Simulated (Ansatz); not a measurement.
`C[O][Al]([F])[F]` + `N#CO` → `COC#N` + `[OH][Al]([F])[F]` at 400 K and 1 bar (substitution at a C–O bond).

Calculated with Ansatz (gas phase, PBE0-D4/def2-TZVP geometries, no zero-point term in ΔE). CBS: MP2 limit from def2 TZ/QZ plus the TZ coupled-cluster correction, frozen cores. This one scheme is used for every species. One conformer a species, not always the lowest.

| species | CCSD(T)/CBS energy (Eh) | H − E (kJ/mol) | S (J/(mol·K)) |
| --- | --- | --- | --- |
| `C[O][Al]([F])[F]` | -556.83340 | 154.9 | 374.8 |
| `N#CO` | -168.48100 | 73.4 | 255.2 |
| `COC#N` | -207.72673 | 154.6 | 301.9 |
| `[OH][Al]([F])[F]` | -517.59653 | 73.2 | 321.8 |

H − E and S are ideal-gas, rigid-rotor, harmonic terms from PBE0-D4/def2-TZVP, for one conformer and one mirror image of each species. 1 Eh = 2625.50 kJ/mol, R = 8.31446 J/(mol·K).

By hand: ΔE, ΔH, ΔS and ΔG.

ΔE = (-207.72673) + (-517.59653) − (-556.83340) − (-168.48100) = -0.00886 Eh = -23.3 kJ/mol. Δ(H − E) = 154.6 + 73.2 − 154.9 − 73.4 = -0.5, so ΔH = -23.8 kJ/mol. ΔS = 301.9 + 321.8 − 374.8 − 255.2 = -6.3 J/(mol·K). ΔG = -23.8 − 400 × (-6.3)/1000 = -21.3 kJ/mol.

By hand: the equilibrium constant, and the temperature at which ΔG would vanish if ΔH and ΔS stayed fixed.

log₁₀ K = −ΔG/(RT ln 10) = 2.8. ΔG = 0 at ΔH/ΔS = 3778 K, far beyond where these terms or the molecules hold.

The number of gas molecules stays the same, so ΔS is small and ΔH decides. A doubt of 5 kJ/mol in ΔE shifts log₁₀ K by 0.7 here. Other conformers and mirror images would add mixing entropy, several J/(mol·K) or more a flexible species. These are equilibria of isolated gas molecules and say nothing of rates. Largest T1 diagnostic: 0.014 (customary marks: 0.02 for closed shells, 0.045 for open ones).
